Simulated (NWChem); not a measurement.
System: B2HO2 cation; SMILES B(B=O)=[OH+]

NWChem input:

```
start job
memory heap 200 mb stack 900 mb global 1100 mb
charge 1
geometry units angstroms noautosym nocenter noautoz
  O      0.001701    -2.161464     0.000000
  B     -0.003910    -0.953391     0.000000
  B     -0.003216     0.696692     0.000000
  O      0.001319     1.928090     0.000000
  H      0.007368     2.908568     0.000000
end
basis spherical
  O library 6-31g*
  B library 6-31g*
  H library 6-31g*
end
dft
  xc hfexch
  iterations 150
  mulliken
end
task dft energy
esp
  recalculate
  probe 0.07
  range 0.3
  factor 1.0
  spacing 0.02
end
task esp
```

Output (shortened):

```
             Northwest Computational Chemistry Package (NWChem) 7.3.0
             --------------------------------------------------------

                             Geometry "geometry" -> ""
                             -------------------------

 Output coordinates in angstroms (scale by  1.889725989 to convert to a.u.)

  No.       Tag          Charge          X              Y              Z
 ---- ---------------- ---------- -------------- -------------- --------------
    1 O                    8.0000     0.00170100    -2.16146400     0.00000000
    2 B                    5.0000    -0.00391000    -0.95339100     0.00000000
    3 B                    5.0000    -0.00321600     0.69669200     0.00000000
    4 O                    8.0000     0.00131900     1.92809000     0.00000000
    5 H                    1.0000     0.00736800     2.90856800     0.00000000

 Effective nuclear repulsion energy (a.u.)      72.7950697314

  xc_inp: hfexch multiplicative factor not found.

                                 NWChem DFT Module
                                 -----------------

 Summary of "ao basis" -> "ao basis" (spherical)
 ------------------------------------------------------------------------------
       Tag                 Description            Shells   Functions and Types
 ---------------- ------------------------------  ------  ---------------------
 O                           6-31g*                  6       14   3s2p1d
 B                           6-31g*                  6       14   3s2p1d
 H                           6-31g*                  2        2   2s

            General Information
            -------------------
          SCF calculation type: DFT
          Wavefunction type:  closed shell.
          No. of atoms     :     5
          No. of electrons :    26
           Alpha electrons :    13
            Beta electrons :    13
          Charge           :     1
          Spin multiplicity:     1
          Use of symmetry is: off; symmetry adaption is: off
          Maximum number of iterations: 150
          AO basis - number of functions:    58
                     number of shells:    26
          Convergence on energy requested:  1.00D-06
          Convergence on density requested:  1.00D-05
          Convergence on gradient requested:  5.00D-04

              XC Information
              --------------
                     Hartree-Fock (Exact) Exchange  1.000

      Superposition of Atomic Density Guess
      -------------------------------------

 Sum of atomic energies:        -199.05911399

 Renormalizing density from      27.00 to     26

      Non-variational initial energy
      ------------------------------

 Total energy =    -195.275778
 1-e energy   =    -399.808413
 2-e energy   =     131.737565
 HOMO         =      -0.893448
 LUMO         =      -0.327244

     ---------------------------------------------
      Total Density - Mulliken Population Analysis
     ---------------------------------------------

    Atom       Charge   Shell Charges
 -----------   ------   -------------------------------------------------------
    1 O    8     8.98   2.00  1.03  3.51  0.83  1.59  0.02
    2 B    5     3.99   2.00  0.62  0.86  0.39  0.04  0.08
    3 B    5     3.90   2.00  0.62  0.77  0.42  0.03  0.07
    4 O    8     8.79   2.00  0.96  3.47  0.81  1.54  0.01
    5 H    1     0.34   0.28  0.06

   convergence    iter        energy       DeltaE   RMS-Dens  Diis-err
 ---------------- ----- ----------------- --------- --------- ---------
 d= 0,ls=0.0,diis     1   -199.0433938947 -2.72D+02  3.15D-02  3.61D+00
 d= 0,ls=0.0,diis     2   -199.0082093655  3.52D-02  1.93D-02  4.17D+00
 d= 0,ls=0.0,diis     3   -199.4308025644 -4.23D-01  1.94D-03  3.71D-02
 d= 0,ls=0.0,diis     4   -199.4350528694 -4.25D-03  9.47D-04  7.59D-03
 d= 0,ls=0.0,diis     5   -199.4358966628 -8.44D-04  3.75D-04  2.32D-04
  Resetting Diis
 d= 0,ls=0.0,diis     6   -199.4359493138 -5.27D-05  1.01D-04  1.62D-05
 d= 0,ls=0.0,diis     7   -199.4359528470 -3.53D-06  1.78D-05  1.10D-06
 d= 0,ls=0.0,diis     8   -199.4359530507 -2.04D-07  6.61D-06  2.24D-07

         Total DFT energy =     -199.435953050705
      One electron energy =     -410.285765240486
           Coulomb energy =      162.397008352278
    Exchange-Corr. energy =      -24.342265893938
 Nuclear repulsion energy =       72.795069731442

 Numeric. integr. density =        0.000000000000

                       DFT Final Molecular Orbital Analysis
                       ------------------------------------

 Vector   11  Occ=2.000000D+00  E=-8.199211D-01
              MO Center=  1.7D-03, -2.1D+00, -7.2D-16, r^2= 8.0D-01
   Bfn.  Coefficient  Atom+Function         Bfn.  Coefficient  Atom+Function
  ----- ------------  ---------------      ----- ------------  ---------------
     4      0.572127  1 O  py                 6     -0.324637  1 O  s
    18     -0.309335  2 B  py                 8      0.275891  1 O  py
     2     -0.181594  1 O  s                 16      0.158258  2 B  s
    34     -0.130736  3 B  s                 20      0.088614  2 B  s
    32      0.083847  3 B  py                15     -0.082639  2 B  s

 Vector   12  Occ=2.000000D+00  E=-7.110145D-01
              MO Center=  3.8D-04, -1.9D+00, -2.7D-11, r^2= 9.7D-01
   Bfn.  Coefficient  Atom+Function         Bfn.  Coefficient  Atom+Function
  ----- ------------  ---------------      ----- ------------  ---------------
     5      0.548666  1 O  pz                 9      0.365156  1 O  pz
    19      0.276725  2 B  pz                23      0.132095  2 B  pz
    47     -0.043083  4 O  pz                25     -0.037023  2 B  d -1
    11      0.036790  1 O  d -1              51     -0.032992  4 O  pz
    33      0.026597  3 B  pz

 Vector   13  Occ=2.000000D+00  E=-7.110142D-01
              MO Center= -1.8D-04, -1.9D+00,  2.7D-11, r^2= 9.7D-01
   Bfn.  Coefficient  Atom+Function         Bfn.  Coefficient  Atom+Function
  ----- ------------  ---------------      ----- ------------  ---------------
     3      0.548658  1 O  px                 7      0.365151  1 O  px
    17      0.276723  2 B  px                21      0.132095  2 B  px
    45     -0.043082  4 O  px                24     -0.037022  2 B  d -2
    10      0.036788  1 O  d -2              49     -0.032991  4 O  px
    31      0.026598  3 B  px

 Vector   14  Occ=0.000000D+00  E=-1.909894D-01
              MO Center= -3.0D-03,  1.6D-01, -7.0D-11, r^2= 2.5D+00
   Bfn.  Coefficient  Atom+Function         Bfn.  Coefficient  Atom+Function
  ----- ------------  ---------------      ----- ------------  ---------------
    37      0.518417  3 B  pz                33      0.394974  3 B  pz
    51     -0.313502  4 O  pz                 9     -0.234711  1 O  pz
    47     -0.221807  4 O  pz                23      0.219139  2 B  pz
     5     -0.206176  1 O  pz                19      0.179797  2 B  pz
    25      0.046949  2 B  d -1              39     -0.038714  3 B  d -1

 Vector   15  Occ=0.000000D+00  E=-1.909891D-01
              MO Center= -4.2D-03,  1.6D-01,  7.0D-11, r^2= 2.5D+00
   Bfn.  Coefficient  Atom+Function         Bfn.  Coefficient  Atom+Function
  ----- ------------  ---------------      ----- ------------  ---------------
    35      0.518417  3 B  px                31      0.394973  3 B  px
    49     -0.313495  4 O  px                 7     -0.234705  1 O  px
    45     -0.221804  4 O  px                21      0.219139  2 B  px
     3     -0.206172  1 O  px                17      0.179794  2 B  px
    24      0.046948  2 B  d -2              38     -0.038713  3 B  d -2

 Vector   16  Occ=0.000000D+00  E=-6.588940D-02
              MO Center=  7.8D-04,  2.0D+00,  4.7D-15, r^2= 3.7D+00
   Bfn.  Coefficient  Atom+Function         Bfn.  Coefficient  Atom+Function
  ----- ------------  ---------------      ----- ------------  ---------------
    48      1.141732  4 O  s                 58     -1.021120  5 H  s
    34     -0.859373  3 B  s                 20      0.465763  2 B  s
    36     -0.242898  3 B  py                44      0.183344  4 O  s
     6     -0.180512  1 O  s                 50      0.171432  4 O  py
    18      0.161627  2 B  py                57     -0.155308  5 H  s

     ---------------------------------------------
      Total Density - Mulliken Population Analysis
     ---------------------------------------------

    Atom       Charge   Shell Charges
 -----------   ------   -------------------------------------------------------
    1 O    8     8.27   2.00  0.93  2.77  0.89  1.65  0.03
    2 B    5     4.54   2.00  0.55  1.34  0.23  0.33  0.08
    3 B    5     4.29   2.00  0.63  1.13  0.34  0.10  0.10
    4 O    8     8.50   2.00  0.86  2.99  0.91  1.73  0.01
    5 H    1     0.39   0.37  0.02

     -------------------------------------------
      Total Density - Lowdin Population Analysis
     -------------------------------------------

    Atom       Charge   Shell Charges
 -----------   ------   -------------------------------------------------------
    1 O    8     7.99   1.99  0.84  2.61  0.67  1.83  0.04
    2 B    5     4.89   1.97  0.44  1.21  0.35  0.74  0.18
    3 B    5     4.56   1.97  0.48  1.00  0.38  0.52  0.21
    4 O    8     8.03   1.99  0.76  2.81  0.59  1.86  0.02
    5 H    1     0.53   0.36  0.17

     Multipole analysis of the density
     ---------------------------------

     L   x y z        total         alpha         beta         nuclear
     -   - - -        -----         -----         ----         -------
     0   0 0 0      1.000000    -13.000000    -13.000000     27.000000

     1   1 0 0     -0.004893      0.001429      0.001429     -0.007752
     1   0 1 0      3.237511      1.847336      1.847336     -0.457161
     1   0 0 1      0.000000      0.000000      0.000000      0.000000

     2   2 0 0    -13.650395     -6.825589     -6.825589      0.000784
     2   1 1 0      0.045649     -0.012526     -0.012526      0.070701
     2   1 0 1     -0.000000     -0.000000     -0.000000      0.000000
     2   0 2 0     -5.575825   -150.178414   -150.178414    294.781002
     2   0 1 1      0.000000      0.000000      0.000000      0.000000
     2   0 0 2    -13.650602     -6.825301     -6.825301      0.000000

                     NWChem Electrostatic Potential Fit Module
                     -----------------------------------------

 Atom parameters

 Number of atoms is                                    5
 Number of basis functions is                         58

 Grid parameters

 Maximum number of grid points is                  26586
 Number of grid points is                          26585
 Grid range                                     0.300000 nm
 Grid spacing                                   0.020000 nm
 Probe radius                                   0.070000 nm
 Atom radius factor                             1.000000

 Atomic radii

    1    0.100000
    5    0.158000
    8    0.136000
 FASTESP  F
  using M.O. file = ./job.movecs

    Atom              Coordinates                           Charge

                                                  ESP

    1 O     0.000170   -0.216146    0.000000   -0.358499
    2 B    -0.000391   -0.095339    0.000000    0.381646
    3 B    -0.000322    0.069669    0.000000    0.990893
    4 O     0.000132    0.192809    0.000000   -0.662225
    5 H     0.000737    0.290857    0.000000    0.648186
                                            ------------
                                                1.000000

 Dipole moment                                  1.545022

 Quadrupole moment Qxx                          0.287678
                   Qyy                         -0.574813
                   Qzz                          0.287134

 RMS deviation kJ/mol                           0.030675

 RRMS %                                         1.076145
```

Level: Hartree-Fock/6-31G* (spherical d). Coordinates come from a PBE-D3(BJ)/def2-SVP optimisation.
